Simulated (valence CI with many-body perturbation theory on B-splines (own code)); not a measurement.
## Pb75+: electric-dipole lines

Method: relativistic CI+MBPT: five valence electrons over a frozen Dirac-Fock core [He], radial functions for each j: 9 s, 9 p, 8 d, 6 f, 3 g, 1 h, with the one-electron correlation potential Σ1 (screened to all orders), the two-electron term Σ2, the three-electron term Σ3, Breit, model QED; selected single and double excitations, second order for the rest (own B-spline code, finite nucleus).

The last digits are not significant, and no measured levels were compared; by estimate large intervals hold to a few tenths of a per cent, small ones and those within an open d or f shell to about a per cent. Among the levels kept, up to 1100 cm⁻¹ of a level comes from second order outside the variational space, and about a tenth of that is noise between levels of different J, which matters for small intervals.

Lines 151 to 200 of 268 in falling wavelength, among levels below 1070.5 Ry, chosen from the strongest by gf and those to the six lowest levels. Wavelengths and rates use the calculated energies. Electric multipoles are in the length gauge, E1 and E2 with the static RPA response of the core. Weak lines are less certain than strong ones. Lines between different terms over intervals too small for the method are left out, as are lines whose strength nearly cancels. The highest levels of a list are the least certain.

Levels are named by their leading jj configuration (3d3/2^4 stands for four electrons in 3d with j = 3/2), which in mixed levels can hold well under half, so a name can repeat and another be missing. Letters in brackets count levels of one name in rising energy.

```
λ vac (nm)                               Upper                       Lower   A (s⁻¹)  S (a.u.) with core polarisation  S without
    0.1147             (2s^2 2p1/2^2 3s) J=1/2  (2s^2 2p1/2^2 2p3/2) J=3/2  3.83e+14                         5.70e-04   5.70e-04
    0.1146     (2s 2p1/2^2 2p3/2 3s) J=3/2 [a]  (2s 2p1/2^2 2p3/2^2) J=5/2  2.90e+14                         8.61e-04   8.60e-04
    0.1145         (2s^2 2p1/2 2p3/2 3s) J=5/2  (2s^2 2p1/2 2p3/2^2) J=5/2  1.83e+14                         8.12e-04   8.11e-04
    0.1145     (2s^2 2p1/2 2p3/2 3s) J=3/2 [a]  (2s^2 2p1/2 2p3/2^2) J=3/2  1.63e+14                         4.81e-04   4.81e-04
    0.1144     (2s^2 2p1/2 2p3/2 3s) J=3/2 [b]  (2s^2 2p1/2 2p3/2^2) J=5/2  2.76e+14                         8.17e-04   8.16e-04
    0.1143         (2s^2 2p1/2 2p3/2 3s) J=1/2  (2s^2 2p1/2 2p3/2^2) J=3/2  3.23e+14                         4.77e-04   4.76e-04
    0.1143         (2s^2 2p1/2 2p3/2 3s) J=5/2  (2s^2 2p1/2 2p3/2^2) J=3/2  1.29e+13                         5.70e-05   5.69e-05
    0.1142     (2s^2 2p1/2 2p3/2 3s) J=3/2 [b]  (2s^2 2p1/2 2p3/2^2) J=3/2  4.89e+13                         1.44e-04   1.44e-04
    0.1137     (2s 2p1/2^2 2p3/2 3s) J=3/2 [b]  (2s 2p1/2^2 2p3/2^2) J=5/2  2.85e+13                         8.25e-05   8.24e-05
    0.1117  (2s^2 2p1/2 2p3/2 3p3/2) J=1/2 [a]  (2s 2p1/2^2 2p3/2^2) J=1/2  1.04e+12                         1.44e-06   1.44e-06
    0.1117  (2s^2 2p1/2 2p3/2 3p3/2) J=3/2 [a]  (2s 2p1/2^2 2p3/2^2) J=1/2  7.86e+10                         2.16e-07   2.16e-07
    0.1114  (2s^2 2p1/2 2p3/2 3p3/2) J=3/2 [b]  (2s 2p1/2^2 2p3/2^2) J=1/2  2.40e+11                         6.56e-07   6.55e-07
    0.1110  (2s^2 2p1/2 2p3/2 3p3/2) J=1/2 [b]  (2s 2p1/2^2 2p3/2^2) J=1/2  1.20e+11                         1.62e-07   1.62e-07
    0.1105  (2s^2 2p1/2 2p3/2 3p3/2) J=5/2 [a]  (2s 2p1/2^2 2p3/2^2) J=5/2  8.59e+11                         3.44e-06   3.43e-06
    0.1104  (2s^2 2p1/2 2p3/2 3p3/2) J=3/2 [a]  (2s 2p1/2^2 2p3/2^2) J=5/2  3.19e+11                         8.50e-07   8.49e-07
    0.1104      (2s^2 2p1/2 2p3/2 3p3/2) J=7/2  (2s 2p1/2^2 2p3/2^2) J=5/2  3.11e+10                         1.65e-07   1.66e-07
    0.1103  (2s 2p1/2^2 2p3/2 3p1/2) J=3/2 [a]  (2s^2 2p1/2 2p3/2^2) J=1/2  1.03e+11                         2.72e-07   2.72e-07
    0.1101  (2s^2 2p1/2 2p3/2 3p3/2) J=3/2 [b]  (2s 2p1/2^2 2p3/2^2) J=5/2  2.64e+11                         6.95e-07   6.94e-07
    0.1101  (2s^2 2p1/2 2p3/2 3p3/2) J=5/2 [b]  (2s 2p1/2^2 2p3/2^2) J=5/2  1.03e+11                         4.06e-07   4.07e-07
    0.1096  (2s 2p1/2^2 2p3/2 3p1/2) J=3/2 [a]  (2s^2 2p1/2 2p3/2^2) J=5/2  4.93e+10                         1.28e-07   1.28e-07
    0.1096      (2s 2p1/2^2 2p3/2 3p1/2) J=5/2  (2s^2 2p1/2 2p3/2^2) J=5/2  1.40e+11                         5.47e-07   5.46e-07
    0.1094  (2s 2p1/2^2 2p3/2 3p1/2) J=3/2 [a]  (2s^2 2p1/2 2p3/2^2) J=3/2  1.09e+12                         2.82e-06   2.82e-06
    0.1094      (2s 2p1/2^2 2p3/2 3p1/2) J=5/2  (2s^2 2p1/2 2p3/2^2) J=3/2  1.84e+10                         7.14e-08   7.12e-08
    0.1093      (2s 2p1/2^2 2p3/2 3p1/2) J=1/2  (2s^2 2p1/2 2p3/2^2) J=1/2  1.37e+11                         1.76e-07   1.76e-07
    0.1093  (2s 2p1/2^2 2p3/2 3p1/2) J=3/2 [b]  (2s^2 2p1/2 2p3/2^2) J=1/2  2.14e+11                         5.52e-07   5.51e-07
    0.1087  (2s 2p1/2^2 2p3/2 3p1/2) J=3/2 [b]  (2s^2 2p1/2 2p3/2^2) J=5/2  5.66e+11                         1.43e-06   1.43e-06
    0.1085      (2s 2p1/2^2 2p3/2 3p1/2) J=1/2  (2s^2 2p1/2 2p3/2^2) J=3/2  8.29e+10                         1.04e-07   1.04e-07
    0.1085  (2s 2p1/2^2 2p3/2 3p1/2) J=3/2 [b]  (2s^2 2p1/2 2p3/2^2) J=3/2  2.96e+11                         7.46e-07   7.45e-07
    0.1071  (2s 2p1/2^2 2p3/2 3d3/2) J=3/2 [a]  (2s 2p1/2^2 2p3/2^2) J=1/2  1.40e+14                         3.39e-04   3.40e-04
    0.1070  (2s 2p1/2^2 2p3/2 3d3/2) J=1/2 [a]  (2s 2p1/2^2 2p3/2^2) J=3/2  1.54e+14                         1.86e-04   1.86e-04
    0.1070  (2s 2p1/2^2 2p3/2 3d3/2) J=1/2 [a]  (2s 2p1/2^2 2p3/2^2) J=1/2  7.86e+13                         9.50e-05   9.51e-05
    0.1064  (2s^2 2p1/2 2p3/2 3d3/2) J=3/2 [a]  (2s^2 2p1/2 2p3/2^2) J=1/2  8.82e+13                         2.10e-04   2.10e-04
    0.1063  (2s^2 2p1/2 2p3/2 3d3/2) J=1/2 [a]  (2s^2 2p1/2 2p3/2^2) J=1/2  1.22e+14                         1.45e-04   1.45e-04
    0.1062  (2s 2p1/2^2 2p3/2 3d3/2) J=3/2 [b]  (2s 2p1/2^2 2p3/2^2) J=3/2  1.36e+14                         3.21e-04   3.22e-04
    0.1062  (2s 2p1/2^2 2p3/2 3d3/2) J=3/2 [b]  (2s 2p1/2^2 2p3/2^2) J=1/2  3.13e+13                         7.40e-05   7.41e-05
    0.1062  (2s 2p1/2^2 2p3/2 3d3/2) J=5/2 [b]  (2s 2p1/2^2 2p3/2^2) J=3/2  5.28e+13                         1.87e-04   1.87e-04
    0.1061  (2s 2p1/2^2 2p3/2 3d3/2) J=1/2 [b]  (2s 2p1/2^2 2p3/2^2) J=3/2  2.12e+14                         2.50e-04   2.50e-04
    0.1060  (2s 2p1/2^2 2p3/2 3d3/2) J=1/2 [b]  (2s 2p1/2^2 2p3/2^2) J=1/2  2.36e+14                         2.78e-04   2.78e-04
    0.1060  (2s 2p1/2^2 2p3/2 3d3/2) J=5/2 [a]  (2s 2p1/2^2 2p3/2^2) J=5/2  2.06e+14                         7.26e-04   7.26e-04
    0.1060  (2s^2 2p1/2 2p3/2 3d3/2) J=3/2 [b]  (2s^2 2p1/2 2p3/2^2) J=1/2  1.35e+14                         3.17e-04   3.17e-04
    0.1059  (2s 2p1/2^2 2p3/2 3d3/2) J=3/2 [a]  (2s 2p1/2^2 2p3/2^2) J=5/2  3.61e+14                         8.47e-04   8.47e-04
    0.1059      (2s 2p1/2^2 2p3/2 3d3/2) J=7/2  (2s 2p1/2^2 2p3/2^2) J=5/2  5.32e+13                         2.49e-04   2.50e-04
    0.1059  (2s^2 2p1/2 2p3/2 3d3/2) J=1/2 [b]  (2s^2 2p1/2 2p3/2^2) J=1/2  9.73e+13                         1.14e-04   1.14e-04
    0.1058          (2s^2 2p1/2^2 3d3/2) J=3/2  (2s^2 2p1/2^2 2p3/2) J=3/2  3.95e+14                         9.23e-04   9.23e-04
    0.1058  (2s^2 2p1/2 2p3/2 3d3/2) J=3/2 [a]  (2s^2 2p1/2 2p3/2^2) J=5/2  7.08e+13                         1.65e-04   1.66e-04
    0.1058  (2s^2 2p1/2 2p3/2 3d3/2) J=5/2 [a]  (2s^2 2p1/2 2p3/2^2) J=5/2  1.96e+14                         6.88e-04   6.88e-04
    0.1056      (2s^2 2p1/2 2p3/2 3d3/2) J=7/2  (2s^2 2p1/2 2p3/2^2) J=5/2  7.01e+13                         3.26e-04   3.27e-04
    0.1056  (2s^2 2p1/2 2p3/2 3d3/2) J=3/2 [a]  (2s^2 2p1/2 2p3/2^2) J=3/2  2.40e+14                         5.59e-04   5.59e-04
    0.1056  (2s^2 2p1/2 2p3/2 3d3/2) J=5/2 [a]  (2s^2 2p1/2 2p3/2^2) J=3/2  7.48e+11                         2.61e-06   2.61e-06
    0.1055  (2s^2 2p1/2 2p3/2 3d3/2) J=1/2 [a]  (2s^2 2p1/2 2p3/2^2) J=3/2  2.31e+14                         2.68e-04   2.68e-04
```
